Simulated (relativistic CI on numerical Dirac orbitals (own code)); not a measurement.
Computed by Dirac-Coulomb-Breit CI, KLI orbitals optimised for each configuration, model QED, unscaled Slater integrals (own radial code, finite nucleus).

Configurations in the expansion (outside the closed core [Ar] 3d10): 4s2.4p6.4d6, 4s2.4p5.4d7, 4s2.4p6.4d5.4f, 4s.4p6.4d7, 4s2.4p5.4d6.4f, 4s2.4p6.4d5.5s, 4s.4p6.4d6.4f, 4s2.4p6.4d5.5p, 4s2.4p6.4d4.4f.5s, 4s2.4p6.4d5.5d, 4s2.4p6.4d4.5s.5p, 4s2.4p5.4d6.5s, 4s2.4p6.4d5.5f, 4s2.4p6.4d5.6s, 4s.4p6.4d6.5s, 4s2.4p6.4d5.7s, 4p6.4d7.5p, 4p6.4d8, 4p5.4d9, 4p5.4d8.4f, 4s2.4p6.4d4.5s2, 4s2.4p6.4d3.4f.5s2, 4s2.4p5.4d4.4f.5s2, 4s.4p6.4d4.4f.5s2. Double excitations out of closed p, d and f shells are left out; levels of such configurations are missing from the list, as are those of other unlisted configurations, and high levels can miss mixing partners. These lack a partner that the ground configuration has and come out too high: 4s2.4p5.4d6.5s.

At this charge energies of transitions that change n are usually good to better than 1 %, and those within a shell (Δn = 0) to a few per cent. Terms inside the open d or f shell come out 10 to 20 % too wide with unscaled integrals.

Outline of the computed level scheme of Eu XXII. Lowest level of each configuration: 4s2.4p6.4d6 5D_4 at 0.000 eV; 4s2.4p5.4d7 5G°_6 at 122.458 eV.

Some strong electric-dipole decays among the lowest 45 levels: 4s2.4p5.4d7 5D°_3 → 4s2.4p6.4d6 5D_4 (2.6e+10 s⁻¹); 4s2.4p5.4d7 5D°_1 → 4s2.4p6.4d6 3P_2 (2.4e+10 s⁻¹); 4s2.4p5.4d7 5D°_4 → 4s2.4p6.4d6 5D_4 (2.1e+10 s⁻¹); 4s2.4p5.4d7 3P°_2 → 4s2.4p6.4d6 3P_2 (1.9e+10 s⁻¹); 4s2.4p5.4d7 5F°_5 → 4s2.4p6.4d6 5D_4 (1.2e+10 s⁻¹); 4s2.4p5.4d7 3F°_4 → 4s2.4p6.4d6 5D_4 (7.7e+09 s⁻¹); 4s2.4p5.4d7 5D°_3 → 4s2.4p6.4d6 5D_3 (5.8e+09 s⁻¹); 4s2.4p5.4d7 5D°_1 → 4s2.4p6.4d6 5D_0 (5.4e+09 s⁻¹).

LS names give the leading component of a level, which can be under half, so a name can repeat, a term be missing and a line seem to break the LS rules.
